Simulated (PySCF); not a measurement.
A series of related molecules.

All values: CAM-B3LYP/def2-SVPD (PySCF) at GFN2-xTB geometries, gas phase, one conformer each. Core orbitals are frozen in the response; Δα² is half the sum of the squared differences of the principal polarisabilities.

(1) Rank by polarisability anisotropy Δα, highest first.
A. `[O:1]=[C:2]1[CH:3]=[C:4]([SiH2:5][F:6])[CH2:7]1` with C3–C4–Si5–F6 180°
B. `O=C1C=C(Cl)C1`
C. `C1(CC(F)=C1C#C)=O`
D. `O=C1C[SiH2]C(=C1)F`

(2) Rank by HOMO–LUMO gap, highest first.
A. `C#CC1=C(F)CC1=O`
B. `O=C1C=C(F)[SiH2]C1`
C. `O=C1C=C([SiH2]F)C1`

Results:

(1) C (7.69 Å³), B (6.15 Å³), A (5.76 Å³), D (5.35 Å³).

(2) B (8.37 eV), A (8.19 eV), C (8.00 eV).

All values together:

```
            SMILES   formula  μ (D)  HOMO (eV)  LUMO (eV)  α (Å³)  Δα (Å³)  electrons  α per electron (Å³)
   C#CC1=C(F)CC1=O    C6H3FO   2.22      -8.89      -0.70   10.79     7.69         56                0.193
O=C1C=C([SiH2]F)C1  C4H5FOSi   3.25      -9.04      -1.04   10.73     5.76         60                0.179
     O=C1C=C(Cl)C1   C4H3ClO   2.74      -9.04      -0.65    9.27     6.15         52                0.178
O=C1C=C(F)[SiH2]C1  C4H5FOSi   3.04      -9.01      -0.63   10.90     5.35         60                0.182
```

Conformers: `[O:1]=[C:2]1[CH:3]=[C:4]([SiH2:5][F:6])[CH2:7]1` with C3–C4–Si5–F6 180°.
